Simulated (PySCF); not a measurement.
## Ionisation energy of F⁺ by level of theory

F⁺ [He] 2s2 2p4 [2p1/2^2 2p3/2^2, M_J = 2] → F²⁺ [He] 2s2 2p3 [2p1/2^2 2p3/2^1, M_J = 3/2], as a difference of total energies. All numbers are calculated (PySCF 2.14, the two-component X2C-1e Hamiltonian, in x2c-TZVPall-2c (5s3p2d1f, 31 functions)). Correlated levels: 1s2 frozen. "Screened" scales the spin-orbit matrix elements by Boettger's factors to mimic the two-electron term; Breit and QED terms are absent.

Q: Order these methods by the ionisation energy they give, lowest first.
A. GMP2 (screened spin-orbit)
B. GHF (spin-free)
C. GMP2 (spin-free)
D. GHF (screened spin-orbit)

A: B (33.287 eV), D (33.308 eV), C (34.580 eV), A (34.601 eV).

Errors of the correlated levels include the incompleteness of this basis and the frozen core.

The labels give the starting determinants; with spin-orbit coupling the two ends relaxed to ⟨J²⟩ = 6.01, ⟨L²⟩ = 2.00, ⟨S²⟩ = 2.00 and ⟨J²⟩ = 3.75, ⟨L²⟩ = 0.00, ⟨S²⟩ = 3.75.

For comparison: 34.971 eV (measured; NIST Atomic Spectra Database, ionization energies).
